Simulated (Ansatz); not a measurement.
ZrGe, closed-shell singlet (lowest of 2S+1 = 1, 3, 5, 7 at CCSD(T)/def2-TZVPP on PBE0 minima; our sources give no spin for the ground state, which may be another), most abundant isotopes (89.9047 and 73.9212 u). Constants from fifth-degree fits in 1/R to seven points on the lowest solution found; no spin–orbit coupling, no relativity up to Kr; ω_e x_e and α_e move by some per cent with the fit.

Correlated levels freeze the inner cores; with def2 sets outer-core shells near the valence are correlated too. CBS: X⁻³ extrapolation of the correlation energy, Hartree–Fock from the larger set.

Codes used: Ansatz (a program for electronic structure) with Gaussian orbitals. Each number belongs to the level named beside it. In def2 rows elements past Kr take small-core potentials, without spin–orbit coupling.

```
level                                r_e (Å)  ω_e (cm⁻¹)  ω_e x_e (cm⁻¹)  α_e (cm⁻¹)
-----------------------------------  -------  ----------  --------------  ----------
PBE/def2-TZVPP                        2.4066       310.5           0.645    0.000204
CCSD(T)/CBS(def2-TZVPP, def2-QZVPP)   2.3943       311.9           0.830    0.000232
```

Task: Derive the rotational constants, the centrifugal constant, the fundamental, the zero-point energy and the force constant.

Result: 
μ = 40.56661 u.
- PBE/def2-TZVPP: B_e = 16.8576/(μ r_e²) = 0.071750 cm⁻¹; B₀ = B_e − α_e/2 = 0.071648 cm⁻¹; D = 4B_e³/ω_e² = 1.53e-08 cm⁻¹; fundamental ω_e − 2ω_e x_e = 309 cm⁻¹; zero-point energy ω_e/2 − ω_e x_e/4 = 155 cm⁻¹; k = μ(2πcω_e)² = 230 N/m; the line J = 1 ← 0 at 2B₀ = 4.296 GHz
- CCSD(T)/CBS(def2-TZVPP, def2-QZVPP): B_e = 16.8576/(μ r_e²) = 0.072487 cm⁻¹; B₀ = B_e − α_e/2 = 0.072371 cm⁻¹; D = 4B_e³/ω_e² = 1.57e-08 cm⁻¹; fundamental ω_e − 2ω_e x_e = 310 cm⁻¹; zero-point energy ω_e/2 − ω_e x_e/4 = 156 cm⁻¹; k = μ(2πcω_e)² = 232 N/m; the line J = 1 ← 0 at 2B₀ = 4.339 GHz

Doubts at one or more of the structures used: a restricted determinant that unrestricted orbitals would lower (CCSD(T)/CBS(def2-TZVPP, def2-QZVPP)).
